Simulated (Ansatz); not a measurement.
`N[SiH](O)Cl` + `N[SiH2]N` → `N[SiH2]N[SiH](N)Cl` + H₂O  (ligand exchange at the Si–O bond)

Computed with Ansatz on PBE0-D4/def2-TZVP structures; ΔE is electronic, products minus reactants. CCSD(T)/CBS is the MP2 limit (def2-TZVPP, def2-QZVPP) plus CCSD(T) − MP2 in def2-TZVPP, frozen cores. This one scheme is used for every species. DFT in def2-TZVPP. Each species was taken in one conformer, which may not be the lowest.

`N[SiH](O)Cl`:

Cartesian coordinates in Å:
```
N 1.023 -0.586 0.258
Si -0.478 0.212 0.223
O -0.534 1.306 -0.986
Cl -1.858 -1.296 -0.009
H 1.088 -1.545 0.555
H 1.883 -0.082 0.398
H -0.863 0.987 1.416
H -0.261 1.004 -1.855
```

`N[SiH2]N`:

Cartesian coordinates in Å:
```
N -0.299 -1.223 0.737
Si 0.351 0.299 0.303
N -0.271 0.737 -1.230
H -1.292 -1.373 0.805
H 0.220 -1.851 1.328
H 1.825 0.089 0.404
H -0.005 1.462 1.168
H -0.390 1.706 -1.475
H -0.138 0.155 -2.040
```

`N[SiH2]N[SiH](N)Cl`:

Z-matrix (Å, degrees):
```
Si
N 1 1.724
N 1 1.727 2 110.2
H 1 1.490 2 104.4 3 123.8
H 1 1.484 2 113.8 3 -116.8
Si 2 1.712 1 127.8 3 55.4
H 2 1.009 1 115.5 3 -118.3
H 3 1.009 1 117.8 2 -154.2
H 3 1.009 1 119.3 2 67.3
N 6 1.691 2 106.4 1 -9.8
Cl 6 2.080 2 106.6 1 -134.5
H 6 1.478 2 115.9 1 111.4
H 10 1.005 6 122.3 2 165.1
H 10 1.010 6 119.7 2 -39.0
```

H₂O:

Z-matrix (Å, degrees):
```
O
H 1 0.960
H 1 0.960 2 105.1
```

(1) Is it downhill or uphill in electronic energy at CCSD(T)/CBS, and by how much? (Best estimate.)

(2) What do these levels give: PBE-D4, PBE0-D4, r2SCAN, PBE0, HF/def2-TZVPP, MP2/def2-TZVPP, SCS-MP2/def2-TZVPP, CCSD/def2-TZVPP, CCSD(T)/def2-TZVPP, HF/def2-QZVPP, MP2/def2-QZVPP, HF/CBS(def2)? (Best estimate.)

Largest T1 diagnostic among the species: 0.010.

Results:

(1) The calculation gave: Uphill: ΔE = +0.26 eV.

(2) The calculation gave: PBE-D4 0.24, PBE0-D4 0.24, r2SCAN 0.34, PBE0 0.33, HF/def2-TZVPP 0.47, MP2/def2-TZVPP 0.25, SCS-MP2/def2-TZVPP 0.30, CCSD/def2-TZVPP 0.30, CCSD(T)/def2-TZVPP 0.26, HF/def2-QZVPP 0.48, MP2/def2-QZVPP 0.25, HF/CBS(def2) 0.48 eV.

In def2-TZVPP, CCSD(T) changes the Hartree–Fock value by −0.21 eV (the triples alone add −0.03 eV) and MP2 by −0.22 eV. The D4 term adds −0.16 eV with B3LYP and −0.09 eV with PBE0; it sums over pairs of atoms, weighted by their polarisabilities, and B3LYP, whose exchange is more repulsive, gets the larger term.

B3LYP here is the variant with VWN-RPA as its local correlation; programs differ in this.
